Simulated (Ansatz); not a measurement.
Input file for `BNB(C)N`:

```yaml
crystal:
  periodic: [false, false, false]
  atoms:
    - {symbol: B, position_ang: [-1.992489, -0.084412, 0.926949]}
    - {symbol: N, position_ang: [-0.991380, -0.440440, 0.020445]}
    - {symbol: B, position_ang: [0.370693, 0.072919, -0.102539]}
    - {symbol: C, position_ang: [1.301460, -0.508564, -1.232685]}
    - {symbol: N, position_ang: [0.823244, 1.061179, 0.776645]}
    - {symbol: H, position_ang: [-3.063633, -0.618699, 0.876376]}
    - {symbol: H, position_ang: [-1.778503, 0.757388, 1.755446]}
    - {symbol: H, position_ang: [-1.232575, -1.153249, -0.652702]}
    - {symbol: H, position_ang: [0.850282, -0.366335, -2.220513]}
    - {symbol: H, position_ang: [2.295286, -0.056875, -1.256605]}
    - {symbol: H, position_ang: [1.433443, -1.588877, -1.108669]}
    - {symbol: H, position_ang: [1.750542, 1.440245, 0.724795]}
    - {symbol: H, position_ang: [0.253929, 1.450722, 1.507861]}
basis:
  gaussian: {orbitals: def2-SVP}
correlation: {method: ccsd_t}
```

```sh
$ ansatz run in.yaml --threads 4 --pin off --events-out ev --progress --plain
```

Log, shortened:

```
Functional definition: HF
1132 factors; integrals over basis functions are off by at most 1.3e-3 eV
mean field evaluation 1: about -5459.1030 eV, gradient 4.2e1 eV
mean field evaluation 2: about -5459.2183 eV, gradient 4.2e1 eV
mean field evaluation 4: about -5463.4206 eV, gradient 3.7e0 eV
mean field evaluation 8: about -5463.4695 eV, gradient 1.1e-4 eV
mean field -5463.46946199 eV, -200.7787994555 hartree, gradient 4.7e-6 eV, S^2 0.000000; 0 other end points of the search recorded, 0 dependent functions left out
5 core orbitals not correlated: weight in the atoms' cores, before any rotation towards them, 1.000 or more for the frozen orbitals, at most 0.000 for the correlated occupied ones
reference -5463.46946199 eV, -200.7787994555 hartree; 14, 14 occupied and 91, 91 virtual orbitals, 1132 factors
second order -17.74601902 eV of doubles, -0.00000000 eV of singles
cycle   1  -18.69324539 eV  change   -9.5e-1 eV  update   9.2e-2
cycle   2  -19.17691492 eV  change   -4.8e-1 eV  update   2.7e-2
cycle   3  -19.26980918 eV  change   -9.3e-2 eV  update   1.5e-2
cycle   4  -19.26332508 eV  change    6.5e-3 eV  update   5.1e-3
cycle   5  -19.26320709 eV  change    1.2e-4 eV  update   2.2e-3
cycle   6  -19.26307516 eV  change    1.3e-4 eV  update   6.7e-4
cycle   7  -19.26289746 eV  change    1.8e-4 eV  update   2.5e-4
cycle   8  -19.26292937 eV  change   -3.2e-5 eV  update   7.3e-5
cycle   9  -19.26293335 eV  change   -4.0e-6 eV  update   2.0e-5
perturbative correction -0.55169351 eV, -0.0202743624 hartree
Total energy: -5483.28408885 eV, -201.5069735616 hartree
```

Run time 7 s (4 threads of a server CPU on a shared host); peak host memory 0.57 GiB.

Correlation energy per correlated electron: -0.708 eV. T1 diagnostic: 0.0133.
